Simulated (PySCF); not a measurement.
A PySCF script (with the pyscf-properties extension) for the NMR shieldings of SMILES [Si@H]1(N)CO[SiH2]C[SiH2]N1, C₂H₁₂N₂OSi₃, on a GFN2-xTB geometry:

```python
import basis_set_exchange as bse
import numpy as np
from pyscf import gto, dft
from pyscf.prop import nmr

atoms = """
N     2.729249   -1.371252   -0.282579
Si    1.262182   -0.649980    0.272221
C     1.424803    1.215328   -0.113747
O     0.207283    1.835373   -0.447613
Si   -1.213867    1.898412    0.307279
C    -2.044300    0.220722    0.649723
Si   -1.698516   -1.102467   -0.653805
N     0.008659   -1.425170   -0.622859
H     2.828154   -2.366492   -0.165443
H     3.597231   -0.919419   -0.048344
H     0.972428   -0.808459    1.709965
H     2.092071    1.377675   -0.965716
H     1.862878    1.746088    0.739924
H    -1.939234    2.675846   -0.692131
H    -1.099539    2.607209    1.595335
H    -3.118887    0.375907    0.728542
H    -1.723728   -0.159440    1.619520
H    -2.375139   -2.368456   -0.318257
H    -2.103322   -0.684395   -2.002617
H     0.326445   -2.086350   -1.312435
"""
names = dict.fromkeys(["N", "Si", "C", "O", "H"], "pcSseg-1")
basis = {el: gto.basis.parse(bse.get_basis(n, elements=[el], fmt="nwchem")) for el, n in names.items()}
mol = gto.M(atom=atoms, basis=basis, charge=0, verbose=0)
mf = dft.RKS(mol, xc="PBE0")
mf.grids.level = 2
mf.grids.alignment = dft.numint.BLKSIZE   # the property module wants whole blocks of grid points
mf.conv_tol = 1e-9
mf.kernel()

calc = nmr.RKS(mf)   # GIAO
C = mf.mo_coeff
Co = C[:, mf.mo_occ > 0]
resp = mf.gen_response(singlet=True, hermi=2)
def vind(x):   # induced exchange potential for any number of trial vectors
    d = np.einsum("pi,xij,qj->xpq", C, 2 * x.reshape(-1, C.shape[1], Co.shape[1]), Co, optimize=True)
    return np.einsum("xpq,pi,qj->xij", resp(d - d.transpose(0, 2, 1)), C, Co, optimize=True).ravel()
mo1, _ = nmr.rhf.solve_mo1(calc, with_cphf=vind)
sigma = calc.kernel(mo1)
for i, s in enumerate(sigma):   # ppm
    w = np.linalg.eigvalsh((s + s.T) / 2)
    print("%2d %-2s iso %8.1f  s11 %8.1f  s22 %8.1f  s33 %8.1f" % (i, mol.atom_pure_symbol(i), w.mean(), *w))
```

Question: What are the results?

Answer: 
```
 0 N  iso    253.6  s11    221.1  s22    266.4  s33    273.2
 1 Si iso    374.0  s11    343.4  s22    372.9  s33    405.8
 2 C  iso    125.9  s11     95.9  s22    110.8  s33    170.9
 3 O  iso    331.5  s11    257.6  s22    350.5  s33    386.4
 4 Si iso    368.2  s11    308.2  s22    362.3  s33    434.1
 5 C  iso    185.7  s11    168.0  s22    188.4  s33    200.8
 6 Si iso    383.3  s11    354.3  s22    367.7  s33    428.0
 7 N  iso    247.7  s11    210.0  s22    246.0  s33    287.1
 8 H  iso     31.5  s11     23.8  s22     27.8  s33     42.7
 9 H  iso     31.8  s11     24.1  s22     27.9  s33     43.3
10 H  iso     26.2  s11     22.8  s22     25.0  s33     30.9
11 H  iso     27.9  s11     22.8  s22     27.6  s33     33.2
12 H  iso     28.1  s11     23.4  s22     27.7  s33     33.1
13 H  iso     26.7  s11     22.4  s22     25.1  s33     32.5
14 H  iso     26.4  s11     22.3  s22     24.8  s33     31.9
15 H  iso     32.0  s11     27.4  s22     28.0  s33     40.7
16 H  iso     31.0  s11     27.5  s22     28.8  s33     36.7
17 H  iso     26.4  s11     22.4  s22     24.5  s33     32.4
18 H  iso     26.5  s11     23.3  s22     24.2  s33     32.0
19 H  iso     32.1  s11     22.6  s22     29.9  s33     43.8
```

These numbers come from an equivalent density-fitted implementation of the same equations, which agrees with the script to about 0.01 ppm for H and up to a few tenths of a ppm for heavy atoms, so last digits may differ.

Question: Turn these shieldings into chemical shifts. Referencing at the same level of theory: ¹⁵N (267.73 ppm) against NH3; ²⁹Si (349.16 ppm), ¹³C (186.93 ppm), ¹H (31.72 ppm) against TMS; ¹⁷O (336.08 ppm) vs H2O.

Answer: Averaging equivalent atoms: N 7: 20.0; N 0: 14.2; Si 4: -19.0; Si 1: -24.9; Si 6: -34.2; C 2: 61.0; C 5: 1.2; O 3: 4.6; H 10: 5.50; H 14: 5.36; H 17: 5.28; H 18: 5.24; H 13: 5.02; H 11: 3.84; H 12: 3.63; H 16: 0.73; H 8/9: 0.11; H 15: -0.31; H 19: -0.39 ppm. Experimental scales use liquid or dissolved standards, which lie at an offset from isolated NH3 (liquid NH3: subtract about 20 ppm) and H2O (liquid H2O: subtract about 36 ppm).

Size and cost of the density-fitted run: 217 basis functions, 71 s wall time on 1 thread of an Arm Neoverse V1, shared host; peak memory 1.1 GiB.
